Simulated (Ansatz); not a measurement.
A calculation with Ansatz (development build ahead of 0.2.0).

```yaml
crystal:
  periodic: [false, false, false]
  atoms:
    - { symbol: H, position_ang: [1.62708, -0.00795, 0.00725] }
    - { symbol: H, position_ang: [1.30213, 0.95929, -0.00028] }
    - { symbol: H, position_ang: [0.49905, 1.54136, 0.00537] }
    - { symbol: H, position_ang: [-0.49687, 1.54279, -0.00881] }
    - { symbol: H, position_ang: [-1.31986, 0.95819, -0.00139] }
    - { symbol: H, position_ang: [-1.61646, 0.00555, -0.00462] }
    - { symbol: H, position_ang: [-1.32019, -0.94373, -0.00537] }
    - { symbol: H, position_ang: [-0.50517, -1.54964, -0.00334] }
    - { symbol: H, position_ang: [0.50252, -1.53666, -0.00478] }
    - { symbol: H, position_ang: [1.31085, -0.94266, -0.00195] }
basis:
  gaussian: { orbitals: def2-SVP }
hamiltonian:
  xc: hf
```

The input is written out in the form of the current development build from the run's settings.

Results

```
Converged                       : yes
Total energy                    : -5.39357 hartree
Spin squared of the determinant : 0.000
```

Caution: stretched shape with no unrestricted run beside it, a lower state can exist.
